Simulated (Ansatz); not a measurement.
The cation of `OBC=S` at the neutral geometry.

```yaml
crystal:
  periodic: [false, false, false]
  atoms:
    - {symbol: O, position_ang: [-1.380827, 0.346849, 0.503559]}
    - {symbol: B, position_ang: [-0.152085, 0.450125, -0.047117]}
    - {symbol: C, position_ang: [0.711087, -0.858135, -0.104497]}
    - {symbol: S, position_ang: [2.195486, -0.886120, -0.736343]}
    - {symbol: H, position_ang: [-1.867958, 1.174795, 0.514149]}
    - {symbol: H, position_ang: [0.264427, 1.489232, -0.473555]}
    - {symbol: H, position_ang: [0.291069, -1.784747, 0.298105]}
basis:
  gaussian: {orbitals: def2-TZVPP}
total_charge: 1
magnetization: {spin_polarized: true, initial_magnetization: 1}
hamiltonian: {xc: pbe0, dispersion: d4}
```

```sh
$ ansatz run in.yaml --threads 2 --pin off --events-out ev --progress --plain --max-ram 4352MiB
```

It prints (some lines left out):

```
Functional definition: PBE0
992 factors; their error is unknown
mean field evaluation 1: about -14609.0252 eV, gradient 7.0e1 eV
mean field evaluation 2: about -14445.6787 eV, gradient 1.7e2 eV
mean field evaluation 4: about -14626.7365 eV, gradient 2.6e1 eV
mean field evaluation 8: about -14629.7559 eV, gradient 1.4e-1 eV
mean field evaluation 16: about -14629.7715 eV, gradient 4.1e-3 eV
mean field -14629.77149033 eV, -537.6341858543 hartree, gradient 6.4e-5 eV, S^2 0.765809; 0 other end points of the search recorded, 0 dependent functions left out
reference -14629.77151818 eV, -537.6341868780 hartree; 19, 18 occupied and 158, 159 virtual orbitals, 992 factors
Total energy: -14629.85887740 eV, -537.6373972700 hartree
```

Hardware: 2 threads of an Arm Neoverse V1 on a shared host. Wall time 5.5 s, peak host memory 0.41 GiB.
